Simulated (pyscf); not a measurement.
PySCF, gas phase, ωB97X-D3(BJ)/def2-SVP geometries.

SMILES: [SiH3][Se][W]([Cl])([Cl])([Cl])([Cl])[Cl]
```xyz
11

Si     1.1358    -1.7103    -1.5835
Se    -0.9964    -1.1936    -0.8995
W     -1.0162     1.2390    -0.6472
Cl     1.2665     1.2502    -0.4324
Cl    -3.2675     0.8696    -0.7231
Cl    -1.0914     1.3319     1.6422
Cl    -0.7253     1.5273    -2.9165
Cl    -1.3643     3.5233    -0.6398
H      2.0726    -1.5847    -0.4404
H      1.0438    -3.1248    -2.0332
H      1.4782    -0.8124    -2.7140
```

Problem. What is the homolytic dissociation enthalpy (298 K, ωB97M-D3(BJ)/def2-TZVP) of the Se–W bond of H₃Si–Se–W(Cl)(Cl)(Cl)(Cl)–Cl, to H₃Si–Se• + [Cl–W(Cl)(Cl)(Cl)–Cl]•?

Solution. Se–W to H₃Si–Se• + [Cl–W(Cl)(Cl)(Cl)–Cl]•: 63.7 kJ/mol. The 7 functionals that were run give +48.9 (M06-2X) to +129.1 kJ/mol (PBE). The radicals are drawn with the spin at the cut bond; how far it spreads was not checked. Other isomers of H₃Si–Se• were not searched in full and may lie lower. Open-shell species with a d-block atom are single-reference here; other states, and whether the spin sits on metal or ligand, were not checked. Elements up to Kr have no core potential and no relativistic terms here. Elements past Kr carry the def2 core potentials, without spin-orbit coupling.
